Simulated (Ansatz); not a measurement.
Basis-set extrapolation for `C[CH]1[CH2][AlH]1` (PBE0-D4/def2-TZVP geometry, frozen core, the Gaussian-basis code of Ansatz). Multiplicity 1, RHF reference.

```tsv
	def2-TZVPP	def2-QZVPP
HF	-359.565270	-359.577731
MP2 correlation	-0.599638	-0.637383
CCSD(T) correlation	-0.667531	not run
```

Energies in hartree. Use E(X) = E(∞) + A·exp(−7.88·√X) for Hartree–Fock and E(X) = E(∞) + B·X^(−2.97) for correlation, with X = 3 and 4, and add CCSD(T) minus MP2 of the smaller set to the MP2 limit.

Problem. What is the CCSD(T) energy at the basis-set limit?

Solution. HF limit: -359.577731 + (-0.012461) × 0.13774 = -359.57945. MP2 limit: -0.637383 + (-0.037745) × 0.74074 = -0.66534. Higher-order term: -0.667531 − (-0.599638) = -0.06789. Total: -360.31268 hartree, 209.7 kJ/mol below CCSD(T)/def2-TZVPP.
